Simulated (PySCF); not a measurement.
**Working out the ionisation energy of Pd⁺**

Pd⁺ [Kr] 4d9 (2D) → Pd²⁺ [Kr] 4d8 (3F). Calculation: PySCF 2.14, in aug-cc-pwCVTZ-PP with ECP28MDF; scalar relativity through the core potential. Frozen: nothing. Energies in hartree (1 hartree = 27.21139 eV):

```tsv
part	Pd⁺ (lower)	Pd²⁺ (upper)
UHF	-126.380179	-125.742452
MP2 opposite-spin	-0.470419	-0.418508
MP2 same-spin	-0.204077	-0.174659
```

Problem. What does Hartree-Fock give?

Solution. (-125.742452) − (-126.380179) = 0.637727 hartree = 17.353 eV.

Problem. What do MP2 and SCS-MP2 (6/5 opposite-spin, 1/3 same-spin) give?

Solution. The opposite-spin parts differ by 1.413 eV and the same-spin parts by 0.801 eV. MP2: 17.353 + (1.413) + (0.801) = 19.567 eV. SCS-MP2: 17.353 + 1.2 × (1.413) + (0.801)/3 = 19.316 eV.

Reference: 19.43 ± 0.12 eV (semi-empirical (NIST evaluation); NIST Atomic Spectra Database, ionization energies), between the lowest levels; spin-orbit coupling is absent from the calculation.

What remains against the reference includes basis incompleteness and correlation beyond second order.
